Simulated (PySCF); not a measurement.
**Computed properties of Si(H)2(SH)2 (H4S2Si), SMILES S[SiH2]S**

H4S2Si, SMILES S[SiH2]S. Geometry optimised at B3LYP-D3(BJ)/def2-TZVP. Other conformers were not sampled. All values are computed for the isolated molecule unless a solvent is named; none is compared with measurement here.

**Structure.** The optimised structure has C2 symmetry. All 15 harmonic modes at B3LYP-D3(BJ)/def2-TZVP (PySCF) are real, so it is a minimum. With heavy atoms numbered as in [SiH2:1]([SH:2])[SH:3], the shortest bond between them is Si1–S2 at 2.143 Å and the longest Si1–S3 at 2.143 Å.

**Vibrations.** The strongest infrared lines (harmonic, unscaled, degenerate partners summed) lie at 887 cm⁻¹ (207 km/mol, H 89 %, Si 9 %), 944 cm⁻¹ (95 km/mol, H 96 %), 2251 cm⁻¹ (88 km/mol, H 95 %). The softest mode is at 145 cm⁻¹ and the zero-point energy is 22.8 kcal/mol.

**Electronic structure.** CAM-B3LYP/def2-TZVPD (PySCF) places the frontier levels at -8.80 and 0.35 eV, a gap of 9.15 eV, and gives a dipole moment of 0.05 D and a mean polarisability of 71.3 bohr³.

**Excitations.** TDDFT-M06-2X/def2-SVPD (PySCF) has S1 at 5.83 eV (213 nm, f = 0.007, weak); the most intense of the 10 singlets computed lies at 6.27 eV (f = 0.07). T1 (TDA) is at 5.55 eV. No vertical singlet excitation falls in the visible range (under 3.1 eV).

**NMR.** GIAO shifts at PBE0/pcSseg-2 (PySCF) (non-relativistic, atoms alike by connectivity averaged): ¹H from 0.9 to 5.5 ppm against TMS; ²⁹Si at -17.6 ppm against TMS.
